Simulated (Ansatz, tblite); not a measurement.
Adding an electron: the cluster Se3⁺ (the lowest doublet isomer of a short search). Charge 1, multiplicity 2. Geometry: r2SCAN-D4/def2-TZVP. Ansatz, gas phase; energy differences of separate SCF runs; the reduced species is a singlet (the triplet lies 1.51 eV higher at PBE0-D4/def2-TZVP).

Cartesian coordinates in Å:
```
Se 0.822 -0.194 1.093
Se 0.234 -0.694 -1.062
Se -1.056 0.887 -0.031
```

The xTB rows come from tblite. The structure comes from a short search, and lower isomers may exist.

| level | −HOMO (eV) | −LUMO (eV) | vertical EA (eV) | HOMO–LUMO gap (eV) |
| --- | --- | --- | --- | --- |
| GFN1-xTB | – | – | 13.48 | – |
| GFN2-xTB | – | – | 13.11 | – |
| PBE-D4/def2-TZVP | 11.21 | 11.01 | 8.04 | 0.21 |
| r2SCAN-D4/def2-TZVP | 11.42 | 11.00 | 8.18 | 0.42 |
| PBE0-D4/def2-TZVP | 12.19 | 10.33 | 8.28 | 1.86 |

  HOMO and LUMO are the levels of the spin that leaves or enters (xTB has no such levels and no spin-polarisation term). Other spin states of the ions may lie lower, which would lower the ionisation energy or raise the affinity. Raw xTB energy differences between charge states are shifted by several eV; the methods need an empirical correction for them.
